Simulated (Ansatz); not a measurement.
Molecule: dibromogermane, sum formula GeH2Br2 (charge 0, singlet). 
Geometry from a B3LYP-D3(BJ)/def2-TZVP (Ansatz, a program for electronic structure) optimisation:
```
Ge
H 1 1.5303
H 1 1.5303 2 115.15
Br 1 2.3163 2 108.09 3 -120.94
Br 1 2.3163 2 108.09 3 120.94
```

Quantity: vertical triplet-singlet gap (E(triplet) - E(singlet); each state is the SCF solution reached for its spin), in kcal/mol. Cores are frozen in the correlated levels unless marked. UHF or UKS for open shells. Spin-orbit coupling is left out. The frozen core is the preceding noble-gas configuration, with the filled d and f shells of earlier blocks. No relativistic terms. CBS marks a two-point X^-3 extrapolation of the correlation energy; Hartree-Fock from the larger set.

| level | program | vertical triplet-singlet gap (kcal/mol) |
|---|---|---|
| r2SCAN/def2-TZVPD | Ansatz | 117.6 |
| MP2/CBS(aug-cc-pVTZ,aug-cc-pVQZ) | Ansatz | 142.8 |
| RI-MP2/CBS(aug-cc-pVTZ,aug-cc-pVQZ) | Ansatz | 142.8 |
| SCS-MP2/aug-cc-pVQZ | Ansatz | 143.3 |

Question: Predict the CCSD(T)/CBS(aug-cc-pVTZ,aug-cc-pVQZ) result (Ansatz).

Answer: 138.4 kcal/mol
